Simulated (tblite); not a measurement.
Isomers of C4H8PSi (doublet state). All values are computed: GFN2-xTB (tblite) harmonic vibrations without scaling, gas phase. The method is semi-empirical: single wavenumbers can be off by several per cent or more. Modes of hydrogen on phosphorus and silicon can be 10 to 20 % off. One conformer each. Open shells enter through the occupations alone, without spin polarisation, and single modes of such species can be off by tens of per cent.

Electronic energies: GFN2-xTB at the same geometries; isomer energies are rough at this level and their order can be wrong.

```tsv
SMILES	electronic energy, lowest = 0 (kJ/mol)
CCC#C[SiH]P	21.8
C[CH]C#C[SiH2]P	40.8
CCC#C[SiH2][PH]	0.0
[CH2]CC#C[SiH2]P	133.7
```

Task: How do GFN2-xTB zero-point energies change the relative energies?

Result: 
```
          SMILES  ZPE (kJ/mol)  of it from modes above 1550 cm⁻¹  electronic (kJ/mol)  with ZPE, lowest = 0 (kJ/mol)  lowest mode (cm⁻¹)  rings
 CCC#C[SiH2][PH]         258.9                             143.8                  0.0                            0.0                  6i      0
     CCC#C[SiH]P         261.8                             144.2                 21.8                           24.8                  9i      0
 C[CH]C#C[SiH2]P         247.5                             139.1                 40.8                           29.5                  21      0
[CH2]CC#C[SiH2]P         244.3                             140.9                133.7                          119.1                  9i      0
```

The zero-point energies span 17.5 kJ/mol, from `[CH2]CC#C[SiH2]P` to `CCC#C[SiH]P`. Slightly imaginary modes are left out of the zero-point energy: `CCC#C[SiH2][PH]` 6.0i cm⁻¹, `CCC#C[SiH]P` 8.6i cm⁻¹ and `[CH2]CC#C[SiH2]P` 8.6i cm⁻¹. The order is unchanged.
